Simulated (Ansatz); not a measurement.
Start from `O[SiH2][CH2][GeH2][OH]` and change one atom or group to get `CSC[SiH2]O`.

Ansatz, PBE0-D4/def2-TZVP geometries, multiplicity 1. Each molecule was computed in one conformer, which needn't be the lowest.

Scalar relativity is left out up to krypton.

```
                                          property  `O[SiH2][CH2][GeH2][OH]`
  size of the dipole moment (B3LYP/def2-TZVPP) / D                      3.16
           HOMO–LUMO gap (ωB97M-V/def2-TZVPP) / eV                     12.11
size of the dipole moment (ωB97M-V/def2-TZVPP) / D                      3.21
             HOMO–LUMO gap (B3LYP/def2-TZVPP) / eV                      7.65
             LUMO energy (ωB97M-V/def2-TZVPP) / eV                      1.58
               HOMO–LUMO gap (PBE/def2-TZVPP) / eV                      5.79
```

(1) Give the same properties after the change, and the shifts. (An estimate is asked.)

Results:

(1) Ansatz gave: 
```
                                          property  `CSC[SiH2]O`  shift
  size of the dipole moment (B3LYP/def2-TZVPP) / D          2.06  -1.10
           HOMO–LUMO gap (ωB97M-V/def2-TZVPP) / eV         10.65  -1.46
size of the dipole moment (ωB97M-V/def2-TZVPP) / D          2.02  -1.19
             HOMO–LUMO gap (B3LYP/def2-TZVPP) / eV          6.32  -1.33
             LUMO energy (ωB97M-V/def2-TZVPP) / eV          1.93   0.35
               HOMO–LUMO gap (PBE/def2-TZVPP) / eV          4.69  -1.10
```

With PBE0 the HOMO rises by 1.68 eV and the LUMO rises by 0.30 eV, so the gap narrows by about 1.38 eV. PBE moves the HOMO by 1.38 eV and ωB97M-V by 1.80 eV. Dipoles are sizes alone; their direction can turn.

B3LYP here is the variant with VWN-RPA as its local correlation; programs differ in this.
